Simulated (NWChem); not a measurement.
System: AgI; SMILES [Ag][I]

Parts of the log:

```
             Northwest Computational Chemistry Package (NWChem) 7.3.0
             --------------------------------------------------------

 ORDER OF PRIMARY AXIS IS BEING SET TO 4
 C4V symmetry detected

                             Geometry "geometry" -> ""
                             -------------------------

 Output coordinates in angstroms (scale by  1.889725989 to convert to a.u.)

  No.       Tag          Charge          X              Y              Z
 ---- ---------------- ---------- -------------- -------------- --------------
    1 Ag                  47.0000     0.00000000     0.00000000    -1.36117372
    2 I                   53.0000     0.00000000     0.00000000     1.20707858

 Effective nuclear repulsion energy (a.u.)     513.2597465806

      Symmetry information
      --------------------

 Group name             C4v
 Group number             18
 Group order               8
 No. of unique centers     2

                                Z-matrix (autoz)
                                --------

 Units are Angstrom for bonds and degrees for angles

      Type          Name      I     J     K     L     M      Value
      ----------- --------  ----- ----- ----- ----- ----- ----------
    1 Stretch                  1     2                       2.56825

                           NWChem Geometry Optimization
                           ----------------------------

 maximum gradient threshold         (gmax) =   0.000450
 rms gradient threshold             (grms) =   0.000300
 maximum cartesian step threshold   (xmax) =   0.001800
 rms cartesian step threshold       (xrms) =   0.001200
 fixed trust radius                (trust) =   0.300000
 source of zmatrix                         =   autoz

          -------------------
          Energy Minimization
          -------------------

 Using diagonal initial Hessian
 Scaling for Hessian diagonals: bonds = 1.00  angles = 0.25  torsions = 0.10

          --------
          Step   0

                                 NWChem DFT Module
                                 -----------------

 Summary of "ao basis" -> "ao basis" (spherical)
 ------------------------------------------------------------------------------
       Tag                 Description            Shells   Functions and Types
 ---------------- ------------------------------  ------  ---------------------
 Ag                        def2-tzvp                14       40   6s4p3d1f
 I                         def2-tzvp                16       50   6s5p3d2f

      Symmetry analysis of basis
      --------------------------

        a1         30
        a2          0
        b1          9
        b2          9
        e          42

            General Information
            -------------------
          SCF calculation type: DFT
          Wavefunction type:  closed shell.
          No. of atoms     :     2
          No. of electrons :    44
           Alpha electrons :    22
            Beta electrons :    22
          Charge           :     0
          Spin multiplicity:     1
          Use of symmetry is: on ; symmetry adaption is: on
          Maximum number of iterations: 150
          AO basis - number of functions:    90
                     number of shells:    30
          Convergence on energy requested:  1.00D-06
          Convergence on density requested:  1.00D-05
          Convergence on gradient requested:  5.00D-04

              XC Information
              --------------
                         PBE0 Method XC Functional
                     Hartree-Fock (Exact) Exchange  0.250
          PerdewBurkeErnzerhof Exchange Functional  0.750
            Perdew 1991 LDA Correlation Functional  1.000 local
           PerdewBurkeErnz. Correlation Functional  1.000 non-local

             Grid Information
             ----------------
          Grid used for XC integration:  medium
          Radial quadrature: Mura-Knowles
          Angular quadrature: Lebedev.
          Tag              B.-S. Rad. Rad. Pts. Rad. Cut. Ang. Pts.
          ---              ---------- --------- --------- ---------
          Ag                  1.60      123          11.0       590
          I                   1.40      123          11.0       590
          Grid pruning is: on
          Number of quadrature shells:   246
          Spatial weights used:  Erf1

           DFT-D3BJ Model
          s6 scale factor  :        1.000000000000
          s8 scale factor  :        1.217700000000
          a1 parameter     :        0.414500000000
          a2 parameter     :        4.859300000000
              vdW contrib  :       -0.001586984965

      Superposition of Atomic Density Guess
      -------------------------------------

 Sum of atomic energies:        -514.89486896

      Non-variational initial energy
      ------------------------------

 Total energy =    -442.527524
 1-e energy   =    -971.574904
 2-e energy   =     431.175690
 HOMO         =      -0.353387
 LUMO         =      -0.157111

      Symmetry analysis of molecular orbitals - initial
      -------------------------------------------------

 !! scf_movecs_sym_adapt:   18 vectors were symmetry contaminated

  Symmetry fudging

 !! scf_movecs_sym_adapt:   14 vectors were symmetry contaminated

  Numbering of irreducible representations:

     1 a1          2 a2          3 b1          4 b2          5 e

  Orbital symmetries:

     1 a1          2 a1          3 e           4 e           5 a1
     6 a1          7 e           8 e           9 a1         10 e
    11 e          12 b1         13 b2         14 a1         15 a1
    16 e          17 e          18 b1         19 b2         20 a1
    21 e          22 e          23 a1         24 e          25 e
    26 a1         27 a1         28 a1         29 e          30 e
    31 e          32 e

   convergence    iter        energy       DeltaE   RMS-Dens  Diis-err
 ---------------- ----- ----------------- --------- --------- ---------
 d= 0,ls=0.0,diis     1   -444.6977948929 -5.43D+02  9.15D-03  6.15D-01
 d= 0,ls=0.0,diis     2   -444.6459288255  5.19D-02  5.65D-03  1.59D+00
 d= 0,ls=0.0,diis     3   -444.7550791352 -1.09D-01  1.29D-03  6.43D-03
 d= 0,ls=0.0,diis     4   -444.7551496632 -7.05D-05  6.62D-04  5.34D-03
 d= 0,ls=0.0,diis     5   -444.7557172472 -5.68D-04  6.88D-05  4.46D-05
  Resetting Diis
 d= 0,ls=0.0,diis     6   -444.7557216114 -4.36D-06  1.48D-05  1.97D-06
 d= 0,ls=0.0,diis     7   -444.7557218867 -2.75D-07  6.19D-06  1.32D-07

         Total DFT energy =     -444.755721886661
      One electron energy =     -975.140035578768
           Coulomb energy =      468.936346815961
    Exchange-Corr. energy =      -36.422136072975
 Nuclear repulsion energy =       97.871689934085

    Dispersion correction =       -0.001586984965

 Numeric. integr. density =       44.000000024856

                  Occupations of the irreducible representations
                  ----------------------------------------------

                     irrep           alpha         beta
                     --------     --------     --------
                     a1                8.0          8.0
                     a2                0.0          0.0
                     b1                2.0          2.0
                     b2                2.0          2.0
                     e                10.0         10.0

                       DFT Final Molecular Orbital Analysis
                       ------------------------------------

 Vector   20  Occ=2.000000D+00  E=-2.835738D-01  Symmetry=a1
              MO Center=  1.3D-16,  1.4D-16,  2.9D-01, r^2= 3.3D+00
   Bfn.  Coefficient  Atom+Function         Bfn.  Coefficient  Atom+Function
  ----- ------------  ---------------      ----- ------------  ---------------
    58     -0.419529  2 I  pz                 5      0.413762  1 Ag s
    52      0.351092  2 I  pz                55     -0.271529  2 I  pz
     3     -0.251977  1 Ag s                 21     -0.244102  1 Ag d  0
    61     -0.177182  2 I  pz                26     -0.138469  1 Ag d  0
     2      0.136278  1 Ag s                  4     -0.098005  1 Ag s

 Vector   21  Occ=2.000000D+00  E=-2.495900D-01  Symmetry=e
              MO Center= -6.0D-16,  4.2D-16,  1.1D+00, r^2= 2.4D+00
   Bfn.  Coefficient  Atom+Function         Bfn.  Coefficient  Atom+Function
  ----- ------------  ---------------      ----- ------------  ---------------
    56      0.535383  2 I  px                50     -0.442347  2 I  px
    53      0.349854  2 I  px                59      0.279715  2 I  px
    22      0.142002  1 Ag d  1              27      0.079046  1 Ag d  1
    13      0.060425  1 Ag px                47     -0.056233  2 I  px
     7     -0.044661  1 Ag px                32      0.029183  1 Ag d  1

 Vector   22  Occ=2.000000D+00  E=-2.495900D-01  Symmetry=e
              MO Center=  2.8D-16,  2.5D-14,  1.1D+00, r^2= 2.4D+00
   Bfn.  Coefficient  Atom+Function         Bfn.  Coefficient  Atom+Function
  ----- ------------  ---------------      ----- ------------  ---------------
    57      0.535383  2 I  py                51     -0.442347  2 I  py
    54      0.349854  2 I  py                60      0.279715  2 I  py
    20     -0.142002  1 Ag d -1              25     -0.079046  1 Ag d -1
    14      0.060425  1 Ag py                48     -0.056233  2 I  py
     8     -0.044661  1 Ag py                30     -0.029183  1 Ag d -1

 Vector   23  Occ=0.000000D+00  E=-1.144215D-01  Symmetry=a1
              MO Center= -5.8D-16,  4.8D-16, -1.7D+00, r^2= 4.9D+00
   Bfn.  Coefficient  Atom+Function         Bfn.  Coefficient  Atom+Function
  ----- ------------  ---------------      ----- ------------  ---------------
     5      0.625411  1 Ag s                  6      0.460706  1 Ag s
     3     -0.296219  1 Ag s                 58      0.255950  2 I  pz
    61      0.216890  2 I  pz                52     -0.199703  2 I  pz
    15     -0.182750  1 Ag pz                18     -0.172783  1 Ag pz
     2      0.163364  1 Ag s                 55      0.160846  2 I  pz

[...]

      ----------------------
      Optimization converged
      ----------------------

  Step       Energy      Delta E   Gmax     Grms     Xrms     Xmax
  ---- ---------------- -------- -------- -------- -------- --------
@    3    -444.75572343 -1.0D-07  0.00000  0.00000  0.00006  0.00011
                                     ok       ok       ok       ok

                                Z-matrix (autoz)
                                --------

 Units are Angstrom for bonds and degrees for angles

      Type          Name      I     J     K     L     M      Value     Gradient
      ----------- --------  ----- ----- ----- ----- ----- ---------- ----------
    1 Stretch                  1     2                       2.56516   -0.00000

                         Geometry "geometry" -> "geometry"
                         ---------------------------------

 Output coordinates in angstroms (scale by  1.889725989 to convert to a.u.)

  No.       Tag          Charge          X              Y              Z
 ---- ---------------- ---------- -------------- -------------- --------------
    1 Ag                  47.0000     0.00000000     0.00000000    -1.35962719
    2 I                   53.0000     0.00000000     0.00000000     1.20553205

 Effective nuclear repulsion energy (a.u.)     513.8786338570

      Symmetry information
      --------------------

 Group name             C4v
 Group number             18
 Group order               8
 No. of unique centers     2

                Final and change from initial internal coordinates
                --------------------------------------------------

                                Z-matrix (autoz)
                                --------

 Units are Angstrom for bonds and degrees for angles

      Type          Name      I     J     K     L     M      Value       Change
      ----------- --------  ----- ----- ----- ----- ----- ---------- ----------
    1 Stretch                  1     2                       2.56516   -0.00309

 ==============================================================================
                                internuclear distances
 ------------------------------------------------------------------------------
       center one      |      center two      | atomic units |  angstroms
 ------------------------------------------------------------------------------
    2 I                |   1 Ag               |     4.84745  |     2.56516
 ------------------------------------------------------------------------------
                         number of included internuclear distances:          1
 ==============================================================================

[second-derivative integrals and response iterations left out]

  Vibrational analysis via the FX method

  See chapter 2 in "Molecular Vibrations" by Wilson, Decius and Cross

  Vib: Default input used

 ---------------------------- Atom information ----------------------------
     atom    #        X              Y              Z            mass
 --------------------------------------------------------------------------
    Ag       1  0.0000000D+00  0.0000000D+00 -2.5693228D+00  1.0690509D+02
    I        2  0.0000000D+00  0.0000000D+00  2.2781252D+00  1.2690040D+02
 --------------------------------------------------------------------------

[unprojected Hessian and modes left out]

        Vibrational analysis via the FX method
  --- with translations and rotations projected out ---
  --- via the Eckart algorithm                      ---
 Dependent rotation vector no.                    3
  found in ECKART; assuming linear geometry
 Projected Nuclear Hessian trans-rot subspace norm:8.1881-115
                         (should be close to zero!)

[projected Hessian left out]

 Rotational Constants
 --------------------
 A=   0.000000 cm-1  (  0.000000 K)
 B=   0.044153 cm-1  (  0.063526 K)
 C=   0.044153 cm-1  (  0.063526 K)

 Temperature                      =   298.15K
 frequency scaling parameter      =   1.0000

 Linear Molecule

 Zero-Point correction to Energy  =    0.287 kcal/mol  (  0.000457 au)
 Thermal correction to Energy     =    2.118 kcal/mol  (  0.003376 au)
 Thermal correction to Enthalpy   =    2.711 kcal/mol  (  0.004320 au)

 Total Entropy                    =   63.135 cal/mol-K
   - Translational                =   42.231 cal/mol-K (mol. weight = 233.8055)
   - Rotational                   =   18.778 cal/mol-K (symmetry #  =        1)
   - Vibrational                  =    2.126 cal/mol-K

 Cv (constant volume heat capacity) =    6.804 cal/mol-K
   - Translational                  =    2.979 cal/mol-K
   - Rotational                     =    1.986 cal/mol-K
   - Vibrational                    =    1.838 cal/mol-K

[normal modes left out]

 ----------------------------------------------------------------------------
 Normal Eigenvalue ||           Projected Infra Red Intensities
  Mode   [cm**-1]  || [atomic units] [(debye/angs)**2] [(KM/mol)] [arbitrary]
 ------ ---------- || -------------- ----------------- ---------- -----------
    1       -0.000 ||    0.001304           0.030         1.271       6.897
    2       -0.000 ||    0.001536           0.035         1.498       8.123
    3        0.000 ||    0.001544           0.036         1.505       8.163
    4        0.000 ||    0.000000           0.000         0.000       0.000
    5        0.000 ||    0.001304           0.030         1.271       6.897
    6      200.704 ||    0.005658           0.131         5.516      29.921
 ----------------------------------------------------------------------------
```

Level: PBE0-D3(BJ)/def2-TZVP with def2 effective core potentials on Ag, I. def2 effective core potentials on Ag, I; no spin-orbit coupling.

Write an input that gives this output.

This is not unique; one that fits is the input that was run:
```
start job
memory heap 200 mb stack 900 mb global 1100 mb
geometry units angstroms
  Ag    -0.908141    -0.688048    -0.793159
  I      0.771916     0.584838     0.674182
end
basis spherical
  * library def2-tzvp
end
ecp
  Ag library def2-ecp
  I library def2-ecp
end
dft
  xc pbe0
  disp vdw 4
  iterations 150
end
driver
  maxiter 120
end
task dft optimize
dft
  grid fine
  convergence energy 1d-8 density 1d-7
end
task dft freq numerical
```
